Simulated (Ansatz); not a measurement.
`[OH][Hf]([F])([Cl])[Cl]` + NH₃ → `[NH2][Hf]([OH])([F])[Cl]` + HCl  (ligand exchange at the Hf–Cl bond)

Computed with Ansatz on PBE0-D4/def2-TZVP structures; ΔE is electronic, products minus reactants. CCSD(T)/CBS is the MP2 limit (def2-TZVPP, def2-QZVPP) plus CCSD(T) − MP2 in def2-TZVPP, frozen cores. This one scheme is used for every species. DFT in def2-TZVPP. B3LYP here is the variant with VWN-RPA as its local correlation; programs differ in this. HSE06 is defined as in plane-wave codes. def2 core potentials past Kr. For Hf outer-core shells are correlated without core-valence functions, which leaves a few kJ/mol of doubt a bond. One conformer a species, not always the lowest.

`[OH][Hf]([F])([Cl])[Cl]`:

Cartesian coordinates in Å:
```
O 1.143 -0.186 0.901
Hf -0.299 0.119 -0.277
F -0.071 1.810 -1.099
Cl -2.315 0.119 0.920
Cl -0.334 -1.537 -1.936
H 1.877 -0.324 1.492
```

NH₃:

```xyz
4

N    -0.010   -0.005    0.282
H     0.412   -0.845   -0.095
H    -0.934    0.071   -0.125
H     0.531    0.779   -0.062
```

`[NH2][Hf]([OH])([F])[Cl]`:

Cartesian coordinates in Å:
```
N -1.219 -0.613 -0.652
Hf 0.170 0.232 0.542
O 1.805 0.182 -0.435
F 0.223 -0.750 2.180
Cl -0.453 2.458 1.066
H -2.142 -0.906 -0.363
H -1.103 -0.814 -1.635
H 2.718 0.210 -0.702
```

HCl:

```xyz
2

Cl   -0.225   -0.495   -0.337
H     0.225    0.495    0.337
```

```tsv
level	ΔE (kcal/mol)	difference from CCSD(T)/CBS
LDA (SPW92)	21.4	-1.3
revPBE-D4	22.3	-0.4
B3LYP-D4	22.6	-0.1
B3LYP	22.7	0.0
r2SCANh	23.9	1.2
r2SCAN0	24.0	1.3
HSE06	23.3	0.6
BHLYP	23.6	0.9
RPA@PBE/def2-TZVPP	21.3	-1.4
CCSD(T)/def2-SVP	21.6	-1.1
MP2/def2-TZVPP	22.9	0.2
CCSD/def2-TZVPP	22.1	-0.6
CCSD(T)/def2-TZVPP	22.2	-0.5
SCS-MP2/def2-QZVPP	22.9	0.2
MP2/CBS(def2)	23.4	0.7
CCSD/CBS(def2)	22.6	-0.1
CCSD(T)/CBS	22.7	0
```

Largest T1 diagnostic among the species: 0.015.

In def2-TZVPP, CCSD(T) changes the Hartree–Fock value by −2.9 kcal/mol (the triples alone add +0.1 kcal/mol) and MP2 by −2.2 kcal/mol. At CCSD(T), def2-SVP lies −1.1 kcal/mol from the extrapolated value and def2-TZVPP −0.5 kcal/mol. Leaving LDA and LC-ωPBE aside and taking each functional with its dispersion term where it has one, the values, not all of them listed here, spread over 2.9 kcal/mol, from BLYP-D4 to B97M-V. LDA lies −1.2 kcal/mol from PBE without D4.
